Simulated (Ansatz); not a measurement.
`C=C[SiH2]N[SiH3]` + `C[S][GeH3]` → `C=C[SiH2][S][GeH3]` + `CN[SiH3]`  (redistribution)

Gas-phase electronic energies from Ansatz, PBE0-D4/def2-TZVP geometries. CBS: MP2 limit from def2 TZ/QZ plus the TZ coupled-cluster correction, frozen cores. DFT in def2-TZVPP. For Ge outer-core shells are correlated without core-valence functions, which leaves a few kJ/mol of doubt a bond. Scalar relativity is left out up to krypton. One conformer a species, not always the lowest.

| level | ΔE (kcal/mol) |
| --- | --- |
| BLYP | 6.1 |
| CAM-B3LYP | 6.0 |
| CCSD(T)/def2-SVP | 1.4 |
| HF/def2-QZVPP | 7.3 |

Task: What does CCSD(T)/CBS give? (Best estimate.)

Result: Computed: +4.8 kcal/mol. The listed levels differ from it by 1.3, 1.2, -3.4, 2.5 kcal/mol.

Largest T1 diagnostic among the species: 0.012.

The D4 term adds −1.7 kcal/mol with B3LYP and −0.9 kcal/mol with PBE0; it sums over pairs of atoms, weighted by their polarisabilities, and B3LYP, whose exchange is more repulsive, gets the larger term. In def2-TZVPP, CCSD(T) changes the Hartree–Fock value by −2.3 kcal/mol (the triples alone add −0.4 kcal/mol) and MP2 by −2.5 kcal/mol. Leaving LDA and LC-ωPBE aside and taking each functional with its dispersion term where it has one, the values, not all of them listed here, spread over 3.2 kcal/mol, from revPBE-D4 to B2PLYP. LDA lies −1.3 kcal/mol from PBE without D4.

B3LYP here is the variant with VWN-RPA as its local correlation; programs differ in this.
